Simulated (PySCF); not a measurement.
Be (beryllium, neutral) across methods

[He] 2s1 3d1, high-spin 3D determinant (an excited configuration). Calculation: PySCF 2.14, in dyall-acv3z; the spin-free X2C one-electron Hamiltonian (Gaussian nucleus).

| method | E (hartree) | mean ε 1s β (eV) | mean ε 2s α (eV) | mean ε 3d α (eV) | Σ⟨r²⟩ (bohr²) | ⟨S²⟩ |
| --- | --- | --- | --- | --- | --- | --- |
| PW91 | -14.3631 | -112.23 | -9.258 | 0.445 | 36.82 | 2.000 |
| LC-wPBE | -14.3351 | -117.96 | -12.797 | -0.728 | 36.70 | 2.000 |
| BHandHLYP | -14.3635 | -123.60 | -10.978 | 0.135 | 37.01 | 2.000 |
| LDA | -14.1585 | -110.67 | -9.134 | 0.626 | 36.81 | 2.000 |
| UHF | -14.29278 | -133.92 | -12.767 | -0.364 | 37.18 | 2.000 |
| PBE0 | -14.3481 | -117.66 | -10.199 | 0.184 | 36.90 | 2.000 |
| PBE | -14.3468 | -111.97 | -9.220 | 0.453 | 36.86 | 2.000 |
| BLYP | -14.3741 | -112.34 | -8.997 | 0.630 | 36.95 | 2.000 |
| r2SCAN | -14.3641 | -114.37 | -9.437 | 0.585 | 36.98 | 2.000 |

The outer electron is Rydberg-like, and this basis confines it to a smaller radius and binds it less than a complete one would.

The highest occupied level is positive at PW91, BHandHLYP, LDA, PBE0, PBE, BLYP, r2SCAN: only the finite basis holds that electron, which in a density functional comes from self-interaction.
